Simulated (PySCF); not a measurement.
Fractional electron number in Zn (zinc, neutral)

The 4s beta orbital of [Ar] 3d10 4s2 is emptied in steps (occupation f), with all orbitals relaxed, ending at [Ar] 3d10 4s1. Computed with PySCF 2.14 in aug-cc-pVTZ-PP with ECP10MDF, with scalar relativity through the core potential. The exact energy is a straight line in f; departures are measured from the line between the end points of the same method.

```
   f  BHandHLYP (eV)  wB97X (eV)  TPSS (eV)
   1           0.000       0.000      0.000
0.75          -0.333      -0.119     -0.645
 0.5          -0.451      -0.159     -0.872
0.25          -0.345      -0.110     -0.667
   0           0.000       0.000      0.000
```

**Question.** For TPSS, how does the orbital energy at f = 1 compare with the removal energy?

**Answer.** −ε = 5.911 eV against a total-energy difference of 9.320 eV. By Janak's theorem ε = ∂E/∂f, so the gap between them reflects the curvature. Along the path −ε is 7.572 (f = 0.75), 9.266 (f = 0.5), 11.034 (f = 0.25) eV.

| method | E(f=0) − E(f=1) (eV) | −ε at f=1 (eV) | −ε at f=0.5 (eV) |
| --- | --- | --- | --- |
| BHandHLYP | 9.153 | 7.400 | 9.122 |
| wB97X | 9.574 | 8.955 | 9.588 |
| TPSS | 9.320 | 5.911 | 9.266 |

As f goes to zero the orbital energy of a semilocal functional can turn back, because the density of that orbital vanishes from the exchange-correlation potential.

Reference removal energy between the ground levels: 9.394 eV (measured; NIST Atomic Spectra Database, ionization energies).
